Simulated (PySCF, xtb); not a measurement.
Sb(F)2(Et) (C2H5F2Sb), SMILES [Sb]([F])([CH2]C)[F].

GFN2-xTB in xtb 6.7.1 at its own geometry gives an orbital gap of 3.99 eV and a dipole moment of 4.92 D.

Coordinates come from a PBE0-D3(BJ)/def2-SVP optimisation. The structure was generated by enumeration; whether it is a known compound was not checked. The def2 effective core potentials stand for the cores of Sb; spin–orbit coupling is left out. One conformer was computed; it need not be the lowest.

### Question
What does PySCF with HF/def2-TZVP give? (Estimate from the structure and the level; the computed values follow.)

### Answer
gap 11.74 eV (levels -10.21 and 1.53 eV), dipole 3.90 D.
